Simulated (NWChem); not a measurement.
C$_{3}$H$_{6}$ClF; SMILES C[C@H](F)CCl

```xyz
11

C      0.7355     2.1219    -0.0759
C     -0.0103     0.8291    -0.3254
F     -1.3138     0.9790     0.0905
C      0.6077    -0.3373     0.4136
Cl    -0.1869    -1.8815     0.0166
H      0.7775     2.3456     1.0010
H      1.7624     2.0704    -0.4662
H      0.2155     2.9501    -0.5775
H     -0.0321     0.5974    -1.4053
H      0.5158    -0.1850     1.4986
H      1.6714    -0.4331     0.1553
```
Atoms are numbered in this order, from 1.

Level: PBE0/def2-SVP (NWChem), optimised geometry, unscaled harmonic frequencies. 

List the harmonic frequencies with IR intensities, and the thermochemistry.


```
frequency (cm⁻¹)  IR intensity (km/mol)
----------------  ---------------------
106                                 1.3
204                                 0.7
232                                 0.2
334                                 0.1
453                                 9.2
475                                 9.7
781                                22.6
864                                14.5
895                                 2.2
958                                13.7
1086                               22.8
1127                               15.7
1187                               53.1
1228                                9.2
1274                               14.5
1364                                3.0
1395                               10.6
1404                               27.0
1441                               11.0
1457                                5.2
1471                                2.6
3067                                5.7
3073                               18.2
3103                               14.2
3167                                8.1
3176                                5.4
3180                                7.5
```

| Item | Result |
|---|---|
| zero-point energy | 55.0 kcal/mol |
| thermal correction to the enthalpy at 298.15 K (with zero-point energy) | 59.3 kcal/mol |
| heat capacity Cv | 19.7 cal/(mol K) |
| entropy at 298.15 K and 1 atm (symmetry number 1) | 77.2 cal/(mol K) |
| dipole moment | 2.88 D |

Rigid rotor and harmonic oscillator.
